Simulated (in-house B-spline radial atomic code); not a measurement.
Computed with a B-spline radial atomic code. Model: two electrons, singlet ground state, non-relativistic, full CI in B-splines with partial waves to l = 8 (at full coupling up to 3e-4 hartree above the limit, correlation up to 0.6 % small), density held at that of full coupling by Lieb maximisation.

Along the adiabatic connection the electron repulsion is scaled by a coupling λ while a local potential keeps the density fixed. At λ = 0 the system is the Kohn-Sham one and W equals the exchange energy; the exchange-correlation energy is the area under W between 0 and 1. The kinetic energy rises with λ as the electrons avoid each other, with dT/dλ = −λ dW/dλ.

Command:
```bash
python run_ac.py task.json out
```
Settings (lengths in bohr, energies in hartree):
```
potential              harmonic
strength               1.4
lmax                   8
```

Cost of the run: 13 s on 1 thread of Intel(R) Xeon(R) Processor @ 2.30GHz, with other jobs on the host.

**W = mean repulsion less Hartree energy, and W of three functionals.**

Given: confinement harmonic well; well frequency 1.4 hartree; external potential omega^2 r^2/2.

Computed: LDA exchange minus exact 128.94 millihartree; SCAN exchange minus exact 2.4366 millihartree.

| coupling | W xc (hartree) | W xc minus exchange (millihartree) | kinetic minus Kohn-Sham (millihartree) | LDA (PW92) W minus its exchange (millihartree) | PBE W minus its exchange (millihartree) | SCAN W minus its exchange (millihartree) |
| --- | --- | --- | --- | --- | --- | --- |
| 0 | -0.89209 | 0 | 0 | 0 | 0 | 0 |
| 0.02 | -0.89409 | -1.995 | 0.02 | -11.71 | -3.28 | -1.9 |
| 0.05 | -0.89704 | -4.948 | 0.12 | -23.85 | -7.99 | -4.67 |
| 0.12 | -0.90375 | -11.658 | 0.69 | -45.37 | -18.16 | -10.9 |
| 0.25 | ? | ? | ? | ? | ? | ? |
| 0.4 | -0.92826 | -36.172 | 6.98 | -101.75 | -51.85 | -33.39 |
| 0.6 | -0.94375 | -51.654 | 14.7 | -130.27 | -71.57 | -47.6 |
| 0.8 | -0.95777 | -65.677 | 24.49 | -153.83 | -88.86 | -60.56 |
| 1 | -0.97051 | -78.415 | 35.94 | -174 | -104.26 | -72.47 |
| 1.4 | -0.99272 | -100.63 | 62.46 | -207.37 | -130.78 | -93.64 |
| 2 | -1.0196 | -127.55 | 107.89 | -246.07 | -162.89 | -120.16 |
| 3 | -1.0528 | -160.68 | 189.72 | -292.93 | -203.29 | -154.44 |
| 4.5 | ? | ? | ? | ? | ? | ? |
| 7 | -1.12 | -227.92 | 504.03 | -392.23 | -292.74 | -229.71 |
| 10 | -1.1444 | -252.33 | 708.56 | -431.5 | -329.11 | -257.68 |

Problem. What belongs in the row 0.25?

Solution. W xc (hartree): -0.91557; W xc minus exchange (millihartree): -23.483; kinetic minus Kohn-Sham (millihartree): 2.87; LDA (PW92) W minus its exchange (millihartree): -75.14; PBE W minus its exchange (millihartree): -34.92; SCAN W minus its exchange (millihartree): -21.78.

Problem. What belongs in the row 4.5?

Solution. W xc (hartree): -1.0861; W xc minus exchange (millihartree): -194.02; kinetic minus Kohn-Sham (millihartree): 312.93; LDA (PW92) W minus its exchange (millihartree): -340.94; PBE W minus its exchange (millihartree): -246.01; SCAN W minus its exchange (millihartree): -190.95.

Problem. What is the PBE exchange minus exact?

Solution. 38.138 millihartree.

**Energy parts, natural occupations and partial-wave weights.**

Computed: total energy 5.0749 hartree; exchange energy -0.89209 hartree; correlation energy -0.04248 hartree; kinetic part of the DFT correlation energy 0.035935 hartree; kinetic part over minus potential part 0.45827; Hartree energy 1.7842 hartree; Lieb Oxford ratio E_xc over LDA exchange 1.2246.

| natural | occupation of the shell (electrons) |
| --- | --- |
| s | 1.9792 |
| p | ? |
| s | 0.0010326 |
| d | 0.00064982 |
| p | 0.00013725 |
| f | 8.0315e-05 |

Problem. What belongs in the row p?

Solution. occupation of the shell (electrons): 0.018784.

| wave | weight |
| --- | --- |
| s | 0.99014 |
| p | 0.0094647 |
| d | 0.0003395 |
| f | ? |
| g | 9.8773e-06 |

Problem. What belongs in the row f?

Solution. weight: 4.4232e-05.

Problem. What is the initial slope twice GL2?

Solution. -0.10028 hartree.

Problem. What is the Kohn-Sham kinetic?

Solution. 1.8913 hartree.

Half-way to full coupling W has made 56 % of its drop, against 50 % for a straight line, and second-order (GL2) theory, half the initial slope, overshoots the correlation energy by about 18 %: a moderate bend, as in light atoms. Over couplings 0 to 1 the errors in E_xc come to about +63 millihartree for LDA, +22 millihartree for PBE, +5.7 millihartree for SCAN, so SCAN is nearest. In LDA and PBE the errors of exchange and correlation have opposite signs, so the sum is smaller than the larger of the two.
